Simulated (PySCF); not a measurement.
## Computed properties of C₂H₆OSi₂, SMILES [SiH2](O)[SiH2]C#C

C2H6OSi2, SMILES C#C[SiH2][SiH2]O. The structure is a stationary point at ωB97X-D3(BJ)/def2-SVP. The structure was generated by enumeration, and PubChem lists no compound with its InChIKey, so it may never have been made. Other conformers were not sampled. All values are computed for the isolated molecule unless a solvent is named; none is compared with measurement here.

**Structure.** All 27 harmonic modes at ωB97X-D3(BJ)/def2-SVP (PySCF) are real, so it is a minimum. With heavy atoms numbered as in [CH:1]#[C:2][SiH2:3][SiH2:4][OH:5], the shortest bond between them is C1–C2 at 1.216 Å and the longest Si3–Si4 at 2.340 Å.

**Vibrations.** The strongest infrared lines (harmonic, unscaled, degenerate partners summed) lie at 791 cm⁻¹ (304 km/mol, H 83 %, Si 14 %), 931 cm⁻¹ (235 km/mol, H 87 %), 899 cm⁻¹ (174 km/mol, H 35 %, Si 33 %, O 31 %). The softest mode is at 51 cm⁻¹ and the zero-point energy is 43.2 kcal/mol.

**Electronic structure.** ωB97X/def2-TZVP (PySCF) places the frontier levels at -10.05 and 1.38 eV, a gap of 11.43 eV, and gives a dipole moment of 1.31 D and a mean polarisability of 77.7 bohr³. PBE/def2-TZVP (PySCF) at the same geometry gives -6.60 and -1.57 eV, so its gap is 6.40 eV narrower. An orbital gap is neither the optical nor the fundamental gap.

**Excitations.** TDDFT-CAM-B3LYP/def2-SVPD (PySCF) has S1 at 5.91 eV (210 nm, f = 0.004, weak); the most intense of the 10 singlets computed lies at 7.38 eV (f = 0.19). T1 (TDA) is at 4.91 eV. TDDFT-PBE/def2-SVPD (PySCF) puts S1 at 5.34 eV. No vertical singlet excitation falls in the visible range (under 3.1 eV).

**NMR.** GIAO shifts at KT2/pcSseg-1 (PySCF) (non-relativistic, atoms alike by connectivity averaged): ¹³C from 73.5 to 100.0 ppm against TMS; ¹H from 1.3 to 5.6 ppm against TMS; ²⁹Si from -96.1 to -28.7 ppm against TMS.

**Solvation.** SMD-ωB97X/def2-SVP (PySCF) gives -1.4 kcal/mol in water, -1.9 kcal/mol in dimethylsulfoxide, -2.9 kcal/mol in diethylether (1 M in both phases, gas-phase geometry); of these solvents diethylether holds the molecule best.
